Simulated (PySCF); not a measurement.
## Radial density of Si⁺ (silicon, charge +1)

UHF, [Ne] 3s2 3p1, 2P determinant. Calculation: PySCF 2.14, in jorge-DZP-DKH (7s4p1d, 24 functions); scalar relativity by spin-free X2C-1e.

| r (bohr) | 4πr²ρ (e/bohr) | 4πr²(ρα − ρβ) |
| --- | --- | --- |
| 0.00190 | 0.08736 | 0.0000 |
| 0.00319 | 0.2339 | 0.0000 |
| 0.00537 | 0.5984 | 0.0000 |
| 0.00903 | 1.487 | 0.0000 |
| 0.0152 | 3.471 | 0.0000 |
| 0.0255 | 7.259 | 0.0001 |
| 0.0430 | 12.54 | 0.0010 |
| 0.0722 | 15.86 | 0.0053 |
| 0.122 | 12.86 | 0.0224 |
| 0.204 | 9.642 | 0.0622 |
| 0.344 | 13.76 | 0.0851 |
| 0.578 | 11.26 | 0.0160 |
| 0.973 | 2.942 | 0.0572 |
| 1.64 | 1.592 | 0.3982 |
| 2.75 | 0.9000 | 0.3423 |
| 4.63 | 0.07704 | 0.0489 |
| 7.79 | 0.0004110 | 0.0004 |

Densities and radii are taken from the X2C orbitals without a picture-change correction, which distorts them close to the nucleus.
